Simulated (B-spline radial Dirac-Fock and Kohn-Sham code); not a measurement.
Sr⁶⁺: photoemission with 994 eV photons

System: the Sr⁶⁺ ion, 1s2 2s2 2p6 3s2 3p6 3d10 4s2 4p2.

These are calculated numbers from a radial B-spline solver; the model is independent-particle photoionisation in a Dirac-Hartree-Slater potential with a Latter tail, all multipoles, thresholds from Dirac-Fock ΔSCF. The asymmetry parameter β is from the dipole term alone. Kinetic energies are from the vacuum level. Open shells are spread statistically over j, without multiplet splitting.

```
subshell  electrons  binding (eV)  kinetic (eV)  σ (kb)     β
      3s          2         459.2         534.8    52.1  2.00
   3p1/2          2         380.3         613.7    68.0  1.60
   3p3/2          4         369.7         624.3     135  1.61
   3d3/2          4         232.4         761.6    97.3  1.23
   3d5/2          6         230.7         763.3       ?     ?
      4s          2         123.3         870.7    9.88  2.00
   4p1/2       0.67         103.8         890.2    3.58  1.67
   4p3/2       1.33         102.2         891.8    7.09  1.68
```

Question: What are σ and β for 3d5/2?

Answer: σ = 142 kb, the largest of all subshells and 28 % of the total, and β = 1.22.

Run: 2.8 s of CPU time on 1 thread of Neoverse-V2 (shared host), peak memory 0.32 GiB.
